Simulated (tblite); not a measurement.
Compound: C4H10ClFSi.
SMILES with atom numbers: `[CH3:1][Si@H:2]([CH2:3][F:4])[CH2:5][CH2:6][Cl:7]` (hydrogens: H8, H9, H10 on C1; H11 on Si2; H12, H13 on C3; H14, H15 on C5; H16, H17 on C6)

Computed with GFN2-xTB (tblite), gas phase: L-BFGS steps from a force-field or distance-geometry start until the largest atomic force falls under 0.01 eV/Å.

At the end of the run (lengths in Å): Si2–C5 1.919, C1–Si2 1.899, C1–H10 1.086, C5–H14 1.090, C1–H8 1.086, C6–H16 1.091, Si2–C3 1.923, C3–Si2–C5 109.8°, C1–Si2–C5 111.2°, Si2–C5–C6 114.3°, C1–Si2–C3 109.8°, C1–Si2–C3–F4 78°, C1–Si2–C5–C6 39°, Si2–C5–C6–Cl7 56°, H8–C1–Si2–C3 -179°, H11–Si2–C1–H8 -60°.

Question: These geometries were met on the way; a selection of coordinates is given. Order them by energy above the end point, lowest first.
A. Si2–C5 1.840, C1–Si2 1.833, C1–H10 1.140, C5–H14 1.135, C1–H8 1.130, C6–H16 1.130, Si2–C3 1.889, C3–Si2–C5 105.5°, C1–Si2–C5 115.9°, Si2–C5–C6 116.7°, C1–Si2–C3 108.0°, C1–Si2–C3–F4 25°, C1–Si2–C5–C6 -3°, Si2–C5–C6–Cl7 61°, H8–C1–Si2–C3 -124°, H11–Si2–C1–H8 -7°
B. Si2–C5 1.923, C1–Si2 1.898, C1–H10 1.087, C5–H14 1.090, C1–H8 1.087, C6–H16 1.093, Si2–C3 1.927, C3–Si2–C5 106.2°, C1–Si2–C5 117.3°, Si2–C5–C6 116.4°, C1–Si2–C3 109.7°, C1–Si2–C3–F4 31°, C1–Si2–C5–C6 3°, Si2–C5–C6–Cl7 64°, H8–C1–Si2–C3 -128°, H11–Si2–C1–H8 -8°
C. Si2–C5 1.877, C1–Si2 1.867, C1–H10 1.098, C5–H14 1.091, C1–H8 1.091, C6–H16 1.095, Si2–C3 1.890, C3–Si2–C5 104.8°, C1–Si2–C5 116.5°, Si2–C5–C6 115.8°, C1–Si2–C3 108.1°, C1–Si2–C3–F4 26°, C1–Si2–C5–C6 -2°, Si2–C5–C6–Cl7 60°, H8–C1–Si2–C3 -126°, H11–Si2–C1–H8 -8°
D. Si2–C5 1.920, C1–Si2 1.901, C1–H10 1.087, C5–H14 1.090, C1–H8 1.087, C6–H16 1.092, Si2–C3 1.922, C3–Si2–C5 108.8°, C1–Si2–C5 113.4°, Si2–C5–C6 114.0°, C1–Si2–C3 107.5°, C1–Si2–C3–F4 56°, C1–Si2–C5–C6 10°, Si2–C5–C6–Cl7 66°, H8–C1–Si2–C3 -140°, H11–Si2–C1–H8 -22°
E. Si2–C5 1.918, C1–Si2 1.882, C1–H10 1.074, C5–H14 1.085, C1–H8 1.073, C6–H16 1.082, Si2–C3 1.910, C3–Si2–C5 102.7°, C1–Si2–C5 117.6°, Si2–C5–C6 115.1°, C1–Si2–C3 108.4°, C1–Si2–C3–F4 27°, C1–Si2–C5–C6 -3°, Si2–C5–C6–Cl7 60°, H8–C1–Si2–C3 -129°, H11–Si2–C1–H8 -11°

Answer: D (0.074 eV), B (0.121 eV), E (0.196 eV), C (0.328 eV), A (0.572 eV).

```tsv
step	E above end (eV)	rms distance from the end, all atoms (Å)	largest force (eV/Å)	rms shift of all bonds from the end (Å)
51	0.074	0.438	0.095	0.002
24	0.121	0.625	0.084	0.002
4	0.196	0.679	0.529	0.009
1	0.328	0.686	0.693	0.016
0	0.572	0.689	2.822	0.037
```

Rows stand in the order of the answer.
